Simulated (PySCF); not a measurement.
CH₃F₅Si₂, SMILES F[SiH](F)C[Si](F)(F)F.

The structure is a stationary point at B3LYP-D3(BJ)/def2-SVP. The structure was generated by enumeration, and PubChem lists no compound with its InChIKey, so it may never have been made. One conformer was computed; it need not be the lowest.

Method: TDA-PBE0/def2-SVPD run with PySCF.

Vertical excitations. Gas-phase values at a fixed geometry.

```csv
state,energy (eV),λ (nm),f,main pairs
S1,8.81,141,0.020,HOMO→LUMO+1 93 %
S2,9.05,137,0.021,"HOMO→LUMO 66 %, HOMO→LUMO+2 30 %"
S3,9.06,137,0.105,"HOMO→LUMO+2 66 %, HOMO→LUMO 28 %"
S4,9.85,126,0.134,HOMO→LUMO+3 81 %
S5,9.96,124,0.114,HOMO−1→LUMO 92 %
S6,10.00,124,0.011,"HOMO→LUMO+5 49 %, HOMO→LUMO+4 37 %, HOMO−1→LUMO+1 8 %"
T1,8.19,151,0,HOMO→LUMO+1 89 %
T2,8.50,146,0,"HOMO→LUMO+2 71 %, HOMO→LUMO 14 %"
```
Triplets are in the Tamm–Dancoff approximation.
